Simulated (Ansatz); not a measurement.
Consider the cleavage of the Si–Sn bond: `[OH][Sn]([F])([F])[SiH3]` + `N[SiH2]O[SiH3]` → `[SiH3]N[SiH2]O[SiH3]` + `[OH][SnH]([F])[F]`.

Isolated molecules relaxed with PBE0-D4/def2-TZVP in Ansatz; ΔE leaves out vibrations. CCSD(T)/CBS is the MP2 limit (def2-TZVPP, def2-QZVPP) plus CCSD(T) − MP2 in def2-TZVPP, frozen cores. DFT in def2-TZVPP. Elements past krypton have def2 core potentials. For Sn outer-core shells are correlated without core-valence functions, which leaves a few kJ/mol of doubt a bond. Each species was taken in one conformer, which may not be the lowest.

```tsv
species	r2SCAN energy (Eh)
`[OH][Sn]([F])([F])[SiH3]`	-781.27652
`N[SiH2]O[SiH3]`	-713.24099
`[SiH3]N[SiH2]O[SiH3]`	-1003.93580
`[OH][SnH]([F])[F]`	-490.58384
```

**Question.** Work out ΔE.

**Answer.** ΔE = (-1003.93580) + (-490.58384) − (-781.27652) − (-713.24099) = -0.00213 Eh = -5.6 kJ/mol. CCSD(T)/CBS gives -11.1 kJ/mol.

Largest T1 diagnostic among the species: 0.015.

In def2-TZVPP, CCSD(T) changes the Hartree–Fock value by +6.0 kJ/mol (the triples alone add +0.3 kJ/mol) and MP2 by +5.2 kJ/mol. From PBE to PBE0 (25 % exact exchange), in def2-TZVPP and without D4, ΔE moves by −7.5 kJ/mol. The D4 term adds −7.6 kJ/mol with B3LYP and −4.3 kJ/mol with PBE0; it sums over pairs of atoms, weighted by their polarisabilities, and B3LYP, whose exchange is more repulsive, gets the larger term.

B3LYP here is the variant with VWN-RPA as its local correlation; programs differ in this.
